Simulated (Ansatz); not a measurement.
Compare A (`F[CH]([SiH3])[AlH][SiH3]`) with its isomer B (`C[SiH2][Al]([F])[SiH3]`).

Program: Ansatz. Geometries: PBE0-D4/def2-TZVP. ΔE: electronic, gas phase. CBS: MP2 limit from def2 TZ/QZ plus the TZ coupled-cluster correction, frozen cores. DFT in def2-TZVPP. B3LYP here is the variant with VWN-RPA as its local correlation; programs differ in this. One conformer a species, not always the lowest.

A:

Z-matrix (Å, degrees):
```
C
Si 1 1.890
Al 1 1.980 2 112.2
F 1 1.410 2 109.6 3 -125.2
H 1 1.102 2 106.4 3 118.7
H 2 1.486 1 111.9 3 177.8
H 2 1.489 1 107.2 3 -61.6
H 2 1.488 1 110.3 3 56.3
Si 3 2.457 1 115.9 2 55.6
H 3 1.585 1 119.5 2 -121.6
H 9 1.493 3 109.5 1 -84.5
H 9 1.490 3 113.2 1 155.6
H 9 1.491 3 111.5 1 33.8
```

B:

Z-matrix (Å, degrees):
```
C
Si 1 1.883
H 1 1.092 2 110.7
H 1 1.092 2 111.0 3 -120.0
H 1 1.092 2 111.0 3 120.1
Al 2 2.459 1 112.2 3 -179.5
H 2 1.493 1 109.7 3 58.6
H 2 1.494 1 109.6 3 -58.0
Si 6 2.461 2 126.9 1 1.2
F 6 1.658 2 117.3 1 -178.0
H 9 1.493 6 110.0 2 -89.1
H 9 1.492 6 110.7 2 28.8
H 9 1.490 6 113.3 2 150.2
```

Task: Which isomer does CCSD(T)/CBS put lower? Give the gap. (Estimate.)

Result: Computed: B, by 76.2 kcal/mol.

Task: Give E(B) − E(A) in kcal/mol with ωB97M-V, r2SCAN-D4, B3LYP, B3LYP-D4, MP2/def2-TZVPP, HF/def2-TZVPP, PBE0-D4. (Best estimate.)

Result: Ansatz gave: ωB97M-V -72.4, r2SCAN-D4 -75.0, B3LYP -74.5, B3LYP-D4 -73.3, MP2/def2-TZVPP -77.6, HF/def2-TZVPP -74.8, PBE0-D4 -74.9. None reverses the order clearly.

Largest T1 diagnostic: 0.013.

In def2-TZVPP, CCSD(T) changes the Hartree–Fock value by −0.8 kcal/mol (the triples alone add +0.3 kcal/mol) and MP2 by −2.8 kcal/mol. The D4 term adds +1.2 kcal/mol with B3LYP and +0.6 kcal/mol with PBE0; it sums over pairs of atoms, weighted by their polarisabilities, and B3LYP, whose exchange is more repulsive, gets the larger term.
